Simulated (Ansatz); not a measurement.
One change: `C[SiH](O)I` becomes `C[SiH](O)[SiH3]`.

Ansatz, PBE0-D4/def2-TZVP geometries, multiplicity 1. Each molecule was computed in one conformer, which needn't be the lowest.

Elements past krypton have def2 core potentials.

```json
{"property": "HOMO energy (PBE0/def2-TZVPP) / eV", "`C[SiH](O)I`": "-7.54"}
{"property": "size of the dipole moment (ωB97M-V/def2-TZVPP) / D", "`C[SiH](O)I`": "1.97"}
{"property": "LUMO energy (PBE0/def2-TZVPP) / eV", "`C[SiH](O)I`": "0.03"}
{"property": "HOMO–LUMO gap (PBE/def2-TZVPP) / eV", "`C[SiH](O)I`": "5.55"}
{"property": "HOMO energy (PBE/def2-TZVPP) / eV", "`C[SiH](O)I`": "-6.39"}
{"property": "HOMO–LUMO gap (ωB97M-V/def2-TZVPP) / eV", "`C[SiH](O)I`": "11.52"}
```

Problem. What does the change do to each property? (An estimate is asked.)

Solution. Computed: 
```csv
property,`C[SiH](O)[SiH3]`,shift
HOMO energy (PBE0/def2-TZVPP) / eV,-7.84,-0.30
size of the dipole moment (ωB97M-V/def2-TZVPP) / D,1.88,-0.09
LUMO energy (PBE0/def2-TZVPP) / eV,-0.04,-0.07
HOMO–LUMO gap (PBE/def2-TZVPP) / eV,5.77,0.22
HOMO energy (PBE/def2-TZVPP) / eV,-6.67,-0.28
HOMO–LUMO gap (ωB97M-V/def2-TZVPP) / eV,11.50,-0.02
```

With PBE0 the HOMO falls by 0.30 eV and the LUMO falls by 0.07 eV, so the gap widens by about 0.23 eV. PBE moves the HOMO by -0.28 eV and ωB97M-V by -0.23 eV. Dipoles are sizes alone; their direction can turn.

Spin–orbit coupling is left out; it splits and shifts lone-pair levels of the heavy atoms by tenths of an eV.
